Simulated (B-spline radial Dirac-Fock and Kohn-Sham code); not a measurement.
# f′ and f″ of Li, 508.1 eV to 2 keV

These are calculated numbers from a radial finite-basis atomic code; the model is the dispersion relation over Dirac-Hartree-Slater subshell photoionisation cross sections, with the Kissel-Pratt high-energy constant (isolated atom, no bound-bound lines or fine structure). The forward scattering factor is f₀ + f′ + i f″.

No edge lies in or near this range.

```csv
hν (eV),λ (Å),f′ (e),f″ (e),tabulated f′,tabulated f″
508.1,24.40,0.145,0.148,–,0.13
611.8,20.27,0.114,0.103,–,0.09
662.3,18.72,?,?,?,?
855.9,14.49,0.071,0.053,–,0.05
1000,12.40,0.056,0.038,0.06,0.03
1072,11.57,0.051,0.033,0.05,0.03
1253.6,9.890,0.040,0.024,0.04,0.02
1266,9.793,0.039,0.024,0.04,0.02
1486.9,8.338,0.030,0.017,0.03,0.01
1757,7.057,0.023,0.012,0.02,0.01
1812,6.842,0.022,0.011,0.02,0.01
2000,6.199,0.018,0.009,0.02,0.01
```

Question: What are f′ and f″ at 662.3 eV?

Answer: f′ = 0.102 and f″ = 0.088 electrons (tables: – and 0.08). By the optical theorem f″ corresponds to a photoabsorption cross section 2 rₑ λ f″ = 9320 b.

Tabulated f′: xraylib 4.2 anomalous scattering factors (Cullen et al., EPDL97); f″: Chantler's tables (J. Phys. Chem. Ref. Data 1995 and 2000). Both are theoretical tables.
